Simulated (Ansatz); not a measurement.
```xyz
9

N     1.581   -0.388   -0.234
Si    0.075    0.379    0.197
N    -0.977   -0.941    0.397
O    -0.237    1.451   -1.009
H     2.397   -0.158    0.331
H     0.001    1.211    1.420
H    -1.820   -0.901    0.942
H    -0.889   -1.788   -0.137
H    -0.130    1.135   -1.908
```

The species carries charge 0 and has multiplicity 2.

(1) List the PBE0/def2-TZVPP orbital energies in eV (Ansatz). (Best estimate.)

## Answers

(1) The calculation gave: α occupied: -1802.98, -522.52, -391.71, -390.89, -145.15, -99.83, -99.82, -99.81, -28.02, -24.02, -23.16, -15.65, -14.20, -13.62, -12.18, -10.78, -10.49, -9.56, -8.94, -8.31, -7.65. α empty: 0.96, 1.26, 1.58, 2.40, 3.07, 3.18, 3.68, 4.22. β occupied: -1802.98, -522.49, -391.19, -390.86, -145.16, -99.84, -99.83, -99.82, -27.95, -23.84, -21.70, -15.58, -14.11, -13.55, -11.84, -10.71, -10.17, -9.32, -7.86, -7.67. β empty: -3.02, 1.00, 1.40, 1.74, 2.43, 3.13, 3.27, 3.70. ⟨S²⟩ = 0.754.
